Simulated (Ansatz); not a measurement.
C₃H₉Al, SMILES `CC[CH2][AlH2]`, relaxed with RKS PBE0-D4/def2-TZVP in Ansatz 0.2.0 from a PBE-D4/def2-SVP geometry. The force threshold is 0.005 eV/Å; the program also tests the step.

Total charge 0; spin multiplicity 1.

Start:

```xyz
13

C    -1.313   -0.925    1.093
C    -0.004   -0.254    0.663
C    -0.034    0.282   -0.786
Al    1.662    1.150   -1.321
H    -1.553   -1.787    0.435
H    -1.264   -1.300    2.136
H    -2.164   -0.215    1.029
H     0.829   -0.984    0.784
H     0.224    0.574    1.372
H    -0.872    1.008   -0.892
H    -0.262   -0.556   -1.484
H     2.838    0.299   -2.011
H     1.915    2.706   -1.018
```

Problem. How much energy does the relaxation release, and in how many steps? (Estimate.)

Solution. Computed: 6.88 kJ/mol, in 36 steps, 2 of them rejected.

Problem. Which bonds change most? (Best estimate.)

Solution. Ansatz gave: C3–Al4 from 1.978 to 1.958 Å; C2–C3 from 1.546 to 1.528 Å; C2–H8 from 1.114 to 1.096 Å; C2–H9 from 1.114 to 1.096 Å.

Problem. Give the relaxed structure. (Best estimate.)

Solution. Computed: 
```xyz
13

C    -1.353   -0.873    1.083
C    -0.093   -0.096    0.736
C     0.102    0.104   -0.766
Al    1.694    1.091   -1.333
H    -1.335   -1.868    0.629
H    -1.466   -1.000    2.163
H    -2.243   -0.359    0.711
H     0.777   -0.613    1.157
H    -0.120    0.878    1.238
H    -0.774    0.612   -1.195
H     0.117   -0.871   -1.277
H     1.968    1.335   -2.882
H     2.728    1.660   -0.264
```
